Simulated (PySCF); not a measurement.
# Ba⁺: excitation energy

Ba⁺ [Xe] 6s1 (2S) → Ba⁺ [Xe] 6p1 (2P), as a difference of total energies. All numbers are calculated (PySCF 2.14, a scalar-relativistic core potential, in def2-TZVPP with the def2 core potential (46 electrons) (6s4p3d1f, 40 functions)). Correlated levels: valence and next inner shell: nothing frozen outside the core potential. The calculations carry no spin-orbit coupling.

```tsv
method	excitation energy (eV)
UHF	2.480
MP2 (valence and next inner shell)	2.612
SCS-MP2 (valence and next inner shell)	2.581
CCSD (valence and next inner shell)	2.593
CCSD(T) (valence and next inner shell)	2.599
```

How much does correlation contribute at CCSD(T) (valence and next inner shell)?

2.599 − (2.480) = 0.119 eV, measured against UHF.

Errors of the correlated levels include the incompleteness of this basis.

The basis was made for the ground configuration and has no added diffuse functions, so the excitation energy can come out too high.

For comparison: 2.652 eV (measured; NIST levels, between the centres of gravity of the two terms).
